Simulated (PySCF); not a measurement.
Job for PySCF: R-M06-2X/6-31G* on CH2O2S (a complex).

```python
from pyscf import gto, scf, dft, mp
from pyscf.data.elements import chemcore

mol = gto.M(
    atom='''
    O     0.87780738   -0.37903569   -0.13047217
    C    -0.00268354    0.32793359    0.13379475
    O    -0.88200986    1.04496805    0.37377867
    S     0.13484031   -0.64872581    3.37926159
    H    -0.00962753    0.60133221    3.84728323
    H     1.47484079   -0.58356720    3.43146879
    ''',
    basis='6-31g*',
    cart=True,
    charge=0, spin=0, verbose=3, max_memory=1800)
mf = dft.RKS(mol, xc='m062x')
mf.conv_tol = 1e-8
mf.max_cycle = 100
mf.kernel()
if not mf.converged:
    mf = mf.newton().run(mf.mo_coeff, mf.mo_occ)
```

Program output:

```
converged SCF energy = -587.848809441396
```

Self-consistency was reached.

Cost: about 6 core-seconds (a rough figure).
